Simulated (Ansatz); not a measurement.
The lowest singlet and triplet of GaH (SMILES [GaH]); geometries from B3LYP-D3(BJ)/def2-TZVP, each state relaxed from the structure named, with no frequency check.
Singlet (charge 0, multiplicity 1):
```xyz
2

Ga     0.00000     0.00000    -0.05278
H      0.00000     0.00000     1.63629
```

```
level                                     gap E(singlet) − E(triplet), vertical, at the singlet's geometry (kJ/mol)  minus FCI/cc-pVQZ  cost
----------------------------------------  -------------------------------------------------------------------------  -----------------  ----
R-HF/cc-pVTZ                                                                                                 -139.4               59.3     -
R-HF/cc-pVQZ                                                                                                 -138.1               60.5     -
U-SVWN5/def2-TZVPP                                                                                           -207.9               -9.2  ×0.6
R-r2SCAN/def2-TZVPP                                                                                          -182.4               16.3    ×2
R-B3LYP/def2-TZVPP                                                                                           -213.3              -14.7    ×1
U-PBE0/def2-TZVPP                                                                                            -193.3                5.3    ×1
R-BHLYP/def2-TZVPP                                                                                           -205.9               -7.3  ×0.9
U-BHLYP/def2-TZVPP                                                                                           -205.9               -7.3    ×1
U-wB97X-V/def2-TZVPP                                                                                         -216.4              -17.7    ×3
R-SCS-MP2/cc-pVDZ                                                                                            -194.0                4.7     -
U-SCS-MP2/cc-pVDZ                                                                                            -194.0                4.7     -
R-SCS-MP2/cc-pVTZ                                                                                            -201.3               -2.6     -
U-CCSD(T)/cc-pVTZ                                                                                            -197.2                1.4    ×1
U-CCSD(T)/cc-pVQZ                                                                                            -197.2                1.5    ×6
R-CCSDT/cc-pVTZ                                                                                              -196.8                1.9     -
SC-NEVPT2 on SA-CASSCF(4,5)/cc-pVDZ                                                                          -194.3                4.4     -
FIC-NEVPT4(SD) on SA-CASSCF(4,5)/cc-pVQZ                                                                     -198.3                0.3     -
FIC-MRCISD+Q on SA-CASSCF(4,5)/cc-pVDZ                                                                       -195.5                3.2     -
FCI/cc-pVDZ                                                                                                  -196.2                2.5    ×1
FCI/cc-pVQZ                                                                                                  -198.6                0.0   ×40
```

 Full CI is exact for the correlated electrons in its own basis alone.

The rows run from -216.4 (U-wB97X-V/def2-TZVPP) to -138.1 kJ/mol (R-HF/cc-pVQZ). From cc-pVTZ to cc-pVQZ U-CCSD(T) changes by 0.0. The 4 U-functionals in def2-TZVPP without D3 or D4 span 23.0, from U-wB97X-V to U-PBE0.

A positive gap puts the triplet lower; no zero-point energy. R- takes a restricted singlet. U- takes an unrestricted singlet (broken symmetry where lower, unprojected). The triplet is unrestricted in single-reference levels. Active spaces average the two states.

Frozen-core correlation. Filled d and f shells under p-block atoms count as core.

Codes used: Ansatz (Gaussian basis) for Hartree–Fock, density functionals and correlated methods. 

Costs are rough ratios of core time to R-PBE/def2-TZVPP (about 1.6 s over the structures, on one shared machine); a dash marks a level with no comparable run of its own.

Ansatz is a first-principles code.
